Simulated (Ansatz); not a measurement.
A structure drawn as `C1CO[SiH2]C1`, with this starting geometry:

```xyz
13

C     0.618   -0.863    0.254
C     1.275    0.191   -0.540
O     0.262    0.861   -1.305
Si   -1.222    0.924   -0.481
C    -0.707   -0.330    0.865
H     1.265   -1.308    1.084
H     0.355   -1.729   -0.369
H     1.774    0.949    0.135
H     2.053   -0.220   -1.205
H    -1.543    2.194    0.033
H    -2.220    0.245   -1.377
H    -0.463    0.247    1.803
H    -1.446   -1.160    1.104
```

Total charge 0; spin multiplicity 1.

(1) Does it keep its bonds when Ansatz relaxes it at PBE-D4/def2-SVP and then PBE0-D4/def2-TZVP?

(2) Give the relaxed structure. (Estimate.)

Atoms count as bonded under 1.1 times the sum of their covalent radii (H–H under 0.85 Å, pairs among N, O and F under 1.55 Å), and a drawn bond as lost past 1.3 times.

Results:

(1) Yes, every drawn bond is still there and no new one forms.

(2) The calculation gave: 
Z-matrix (Å, degrees):
```
C
C 1 1.537
C 1 1.527 2 107.7
H 1 1.094 2 112.7 3 122.6
H 1 1.095 2 109.5 3 -118.1
Si 2 1.879 1 100.1 3 34.4
H 2 1.090 1 112.6 3 157.6
H 2 1.094 1 111.0 3 -81.6
O 3 1.422 1 108.9 2 -41.2
H 3 1.098 1 110.5 2 78.9
H 3 1.093 1 111.8 2 -160.9
H 6 1.488 2 114.6 1 -135.5
H 6 1.487 2 115.1 1 98.0
```
All modes are real.
